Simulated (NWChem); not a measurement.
InHBrF; SMILES [F][InH][Br]

Program: NWChem. This build's default masses of Se (78.918 u) and Br (79.917 u) are each other's, which moves their modes by up to 0.6 %. def2 effective core potentials on In; no spin-orbit coupling. Each level has its own optimisation; frequencies are unscaled.

For level B3LYP/3-21G (all-electron, non-relativistic):

```
Quantity                           Value
---------------------------------  -----
r H–In (Å)                         1.743
r Br–In (Å)                        2.526
highest harmonic frequency (cm⁻¹)   1829
lowest (cm⁻¹)                        131
```

Question: How do the values read with level PBE0/def2-SVP (core potentials) instead?

Answer: The r H–In (Å) is 1.701 and the r Br–In (Å) comes out as 2.468. The highest harmonic frequency (cm⁻¹) is 1878 and the lowest (cm⁻¹) is 119.
